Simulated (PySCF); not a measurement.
A calculated (LDA, PySCF 2.14, ANO-RCC-VTZP, scalar relativity by spin-free X2C-1e) atom or ion has these occupied shells.

| shell | electrons | orbital energy (eV) | rms radius, mean of both spins (bohr) |
| --- | --- | --- | --- |
| 1s α | 1 | -18761.4 | 0.0415 |
| 1s β | 1 | -18761.3 | 0.0415 |
| 2s α | 1 | -2634.7 | 0.171 |
| 2s β | 1 | -2634.4 | 0.171 |
| 2p α | 3 | -2356.5 | 0.152 |
| 2p β | 3 | -2356.3 | 0.152 |
| 3s α | 1 | -447.09 | 0.475 |
| 3s β | 1 | -446.87 | 0.475 |
| 3p α | 3 | -356.04 | 0.482 |
| 3p β | 3 | -355.80 | 0.482 |
| 3d α | 5 | -206.41 | 0.476 |
| 3d β | 5 | -206.10 | 0.476 |
| 4s α | 1 | -68.516 | 1.23 |
| 4s β | 1 | -66.898 | 1.23 |
| 4p α | 3 | -44.656 | 1.38 |
| 4p β | 3 | -42.857 | 1.38 |
| 4d α | 3 | -12.538 | 2.14 |
| 5s α | 1 | -11.381 | 3.47 |

**Question.** Name the element and its charge.

**Answer.** Nb⁺ (niobium, charge +1), in [Kr] 4d3 5s1, high-spin 5F determinant (an excited configuration).
